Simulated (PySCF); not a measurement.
PySCF input for F₂H₃NOSn, SMILES [NH2][Sn]([OH])([F])[F], PBE-D3(BJ)/def2-SVP. Geometry optimised at PBE-D3(BJ)/def2-SVP. The geometry has at least one imaginary mode, so it is a saddle point at that level. The structure was generated by enumeration; whether it is a known compound was not checked. The def2 effective core potentials stand for the cores of Sn; spin–orbit coupling is left out. Other conformers were not sampled.

```python
import numpy as np
from pyscf import gto, scf, dft, df
from pyscf.hessian import thermo

mol = gto.M(
    atom='''
    N     1.99023439    0.25995295   -0.44603022
    Sn    0.01562693    0.01019665   -0.00734959
    O    -0.97978330    1.65683256   -0.49441949
    F    -0.36354175   -0.48424273    1.84748209
    F    -0.71841940   -1.51113158   -0.97544249
    H     2.25185356    1.22706967   -0.20031634
    H     2.54856698   -0.35795016    0.16198566
    H    -1.93749060    1.50508541   -0.36497907
    ''',
    basis='def2-SVP',
    ecp={'Sn': 'def2-svp'},
    charge=0,
    spin=0,
    max_memory=1600,
    verbose=3,
)
mf = dft.RKS(mol, xc='pbe').density_fit(auxbasis='def2-universal-jkfit')
mf.disp = 'd3bj'
mf.grids.level = 3
mf.conv_tol = 1e-11
mf.max_cycle = 100
mf.kernel()

# [left out here: the lines that compute and print the analytic Hessian (its translational invariance restored by hand, since the grid's response is missing), thermochemistry and intensities]
```

Program output:

```
converged SCF energy = -545.24010042833

WARN: DFTD3 does not support analytical Hessian, using finite difference


WARN: Mole.unit (angstrom) is changed to Bohr

Mode                                 0                   1                   2
Irrep
Freq [cm^-1]                      -68.0284            117.8746            139.8376
Reduced mass [au]                   1.3292              1.6339              2.3287
Force const [Dyne/A]               -0.0036              0.0134              0.0268
Char temp [K]                     -97.8777            169.5954            201.1952
Normal mode                   x     y     z       x     y     z       x     y     z
       0   N                -0.01  0.02 -0.06   -0.02  0.06 -0.05   -0.03  0.13 -0.06
       1  Sn                 0.00 -0.00 -0.00   -0.00 -0.01  0.00    0.00 -0.01  0.02
       2   O                 0.00  0.00  0.03    0.09  0.05  0.01    0.09  0.02 -0.06
       3   F                -0.06  0.04  0.00   -0.07 -0.01 -0.01   -0.02 -0.04  0.00
       4   F                 0.06 -0.03  0.00    0.01 -0.04  0.03   -0.04  0.01  0.02
       5   H                 0.11 -0.13  0.40   -0.17  0.19 -0.39   -0.03  0.06  0.23
       6   H                -0.02 -0.35 -0.43    0.06  0.35  0.16    0.05 -0.06 -0.32
       7   H                 0.04  0.15  0.47    0.11  0.25  0.38    0.04 -0.05 -0.47
Mode                                 3                   4                   5
Irrep
Freq [cm^-1]                      156.7568            169.0611            176.1740
Reduced mass [au]                   3.4921              9.6697              7.8039
Force const [Dyne/A]                0.0506              0.1628              0.1427
Char temp [K]                     225.5381            243.2412            253.4752
Normal mode                   x     y     z       x     y     z       x     y     z
       0   N                 0.02  0.09  0.13   -0.01 -0.05  0.02   -0.03 -0.02  0.00
       1  Sn                -0.01 -0.02 -0.02   -0.02  0.03 -0.00   -0.04 -0.01 -0.00
       2   O                 0.03  0.01 -0.01    0.02  0.03 -0.08    0.08  0.08  0.05
       3   F                 0.09  0.03  0.01    0.05 -0.14 -0.03    0.08  0.05  0.04
       4   F                -0.07 -0.01  0.01    0.04 -0.05  0.08    0.11 -0.05 -0.06
       5   H                -0.05  0.06  0.33    0.07 -0.08  0.04   -0.03 -0.02 -0.00
       6   H                -0.03  0.01  0.09   -0.06 -0.11 -0.00   -0.04 -0.02  0.01
       7   H                 0.05  0.15  0.31    0.03  0.13  0.11    0.04  0.07 -0.27
Mode                                 6                   7                   8
Irrep
Freq [cm^-1]                      180.6207            534.5216            603.6532
Reduced mass [au]                   6.2579              6.0806             11.4732
Force const [Dyne/A]                0.1203              1.0236              2.4633
Char temp [K]                     259.8729            769.0576            868.5225
Normal mode                   x     y     z       x     y     z       x     y     z
       0   N                -0.02 -0.01 -0.03   -0.21 -0.02  0.09   -0.06 -0.00  0.04
       1  Sn                -0.01 -0.01  0.03    0.02  0.00 -0.00    0.02  0.00 -0.02
       2   O                 0.01 -0.05 -0.14    0.03 -0.05  0.02   -0.06  0.10 -0.03
       3   F                 0.05 -0.00  0.05    0.01  0.02 -0.05   -0.03 -0.04  0.15
       4   F                 0.01  0.07 -0.10    0.01  0.03  0.02   -0.03 -0.06 -0.04
       5   H                -0.02  0.00 -0.09   -0.01 -0.01 -0.22    0.04  0.00 -0.13
       6   H                 0.01  0.02 -0.03    0.01 -0.09 -0.21    0.05 -0.04 -0.12
       7   H                 0.04  0.13  0.29    0.03 -0.04  0.01   -0.04 -0.00  0.00
Mode                                 9                  10                  11
Irrep
Freq [cm^-1]                      617.4408            626.4287            681.1348
Reduced mass [au]                  15.6661             17.2902              1.3054
Force const [Dyne/A]                3.5189              3.9975              0.3568
Char temp [K]                     888.3599            901.2915            980.0014
Normal mode                   x     y     z       x     y     z       x     y     z
       0   N                -0.00  0.00  0.01   -0.01 -0.00 -0.00   -0.09 -0.03 -0.06
       1  Sn                 0.01 -0.00  0.03    0.00 -0.04 -0.00    0.02  0.00  0.00
       2   O                -0.06  0.09 -0.03   -0.08  0.13 -0.04   -0.01  0.01 -0.01
       3   F                 0.03  0.03 -0.12    0.01  0.01 -0.03   -0.00 -0.00 -0.00
       4   F                -0.05 -0.10 -0.06    0.06  0.12  0.07   -0.01 -0.02 -0.01
       5   H                 0.05  0.00 -0.05   -0.05 -0.00  0.04   -0.42 -0.04  0.44
       6   H                 0.06 -0.02 -0.07   -0.00  0.00  0.00   -0.45  0.08  0.41
       7   H                -0.04  0.02  0.00   -0.06  0.03 -0.01   -0.01  0.02 -0.02
Mode                                12                  13                  14
Irrep
Freq [cm^-1]                      855.3386            900.4622           1485.4030
Reduced mass [au]                   1.0780              1.0966              1.0884
Force const [Dyne/A]                0.4647              0.5239              1.4149
Char temp [K]                    1230.6417           1295.5647           2137.1642
Normal mode                   x     y     z       x     y     z       x     y     z
       0   N                 0.01 -0.04  0.01    0.01 -0.06  0.02    0.07  0.02  0.03
       1  Sn                -0.01  0.01 -0.00    0.00  0.01 -0.00   -0.00  0.00  0.00
       2   O                 0.03  0.03 -0.01   -0.03 -0.03  0.01    0.00 -0.00 -0.00
       3   F                 0.00 -0.00 -0.00    0.00 -0.00 -0.00   -0.00  0.00 -0.00
       4   F                 0.00 -0.00 -0.00    0.00 -0.00  0.00    0.00  0.00 -0.00
       5   H                -0.40  0.04  0.14   -0.50  0.05  0.16   -0.53  0.24 -0.35
       6   H                 0.34  0.13 -0.14    0.48  0.14 -0.22   -0.38 -0.53 -0.17
       7   H                 0.16 -0.71  0.23   -0.13  0.53 -0.17    0.00 -0.01 -0.00
Mode                                15                  16                  17
Irrep
Freq [cm^-1]                     3394.4948           3496.1282           3700.3008
Reduced mass [au]                   1.0501              1.0926              1.0669
Force const [Dyne/A]                7.1288              7.8687              8.6068
Char temp [K]                    4883.9222           5030.1501           5323.9090
Normal mode                   x     y     z       x     y     z       x     y     z
       0   N                -0.04 -0.02 -0.03    0.01 -0.07  0.02    0.00  0.00 -0.00
       1  Sn                 0.00 -0.00 -0.00   -0.00 -0.00  0.00   -0.00 -0.00  0.00
       2   O                 0.00 -0.00  0.00   -0.00  0.00 -0.00   -0.06 -0.01  0.01
       3   F                 0.00  0.00 -0.00    0.00 -0.00 -0.00    0.00 -0.00  0.00
       4   F                 0.00  0.00  0.00    0.00  0.00  0.00   -0.00 -0.00 -0.00
       5   H                 0.17  0.67  0.13    0.17  0.61  0.16   -0.00 -0.00 -0.00
       6   H                 0.36 -0.43  0.37   -0.38  0.41 -0.40    0.00  0.00  0.00
       7   H                 0.00  0.00  0.00    0.00  0.00 -0.00    0.95  0.13 -0.12
temperature 298.1500 [K]
pressure 101325.00 [Pa]
Rotational constants [GHz] 2.79286 2.64146 2.55770
Symmetry number 1
Zero-point energy (ZPE) 0.04063 [Eh]   106680.768 [J/mol]
                           tot       elec      trans        rot        vib
Entropy [J/mol/K]       364.106      0.000    174.168    113.950     75.988
Cv [J/mol/K]             98.324      0.000     12.472     12.472     73.380
Cp [J/mol/K]            106.638      0.000     20.786     12.472     73.380
Internal energy [J/mol]                      3718.434   3718.434 119002.760
Internal energy [Eh]   -545.19194  -545.24010
Enthalpy [J/mol]                             6197.391   3718.434 119002.760
Enthalpy [Eh]          -545.19100
Gibbs free energy [J/mol]                  -45730.736 -30255.844  96347.067
Gibbs free energy [Eh] -545.23235
mode   freq/cm-1   IR/(km/mol)
   1      -68.03        34.347
   2      117.87        25.621
   3      139.84        22.376
   4      156.76        11.643
   5      169.06        27.532
   6      176.17        47.395
   7      180.62        55.847
   8      534.52        36.882
   9      603.65        76.987
  10      617.44        47.284
  11      626.43        67.161
  12      681.13        59.906
  13      855.34        19.078
  14      900.46        61.003
  15     1485.40        13.461
  16     3394.49        25.465
  17     3496.13        21.505
  18     3700.30        78.756
max |gradient| / (hartree/bohr): 0.00013357159698686521
APT charges: [-0.5622  1.8852 -0.6866 -0.6066 -0.5759  0.142   0.1486  0.2554]
```

Self-consistency was reached. The end point has an imaginary mode, so it is no minimum.
